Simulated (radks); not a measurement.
The numbers below are computed, except where a source is named.
Q: Isoelectronic series with 2 electrons, all held in the configuration [He], which need not be the ground one along the series. Level of theory: Dirac Kohn-Sham, PBE, spin-unpolarised, spherical densities, finite nucleus; Fermi nuclear charge, rms radius of each element as measured or else 0.836 A^(1/3) + 0.57 fm (a radial shooting solver on a logarithmic mesh with Libxc functionals). Total energies (hartree) and orbital eigenvalues (hartree):

| ion | E (hartree) | 1s1/2 |
|---|---|---|
| He | -2.89307 | -0.57931 |
| Li+ | -7.25756 | -2.22019 |
| Be2+ | -13.62232 | -4.86128 |
| B3+ | -21.98899 | -8.50310 |
| C4+ | -32.35915 | -13.14633 |
| O6+ | -59.11735 | -25.44054 |
| F7+ | -75.50982 | -33.09360 |
| Ne8+ | -93.91468 | -41.75229 |
| Mg10+ | -136.77395 | -62.09248 |
| Al11+ | -161.23537 | -73.77735 |
| Si12+ | -187.72319 | -86.47460 |
| P13+ | -216.24178 | -100.1863 |
| S14+ | -246.79582 | -114.9148 |
| Cl15+ | -279.39034 | -130.6625 |
| Ar16+ | -314.03075 | -147.4321 |
| K17+ | -350.72281 | -165.2262 |

Estimate the row of N5+.

A: E (hartree) -44.73458; 1s1/2 -18.79182.
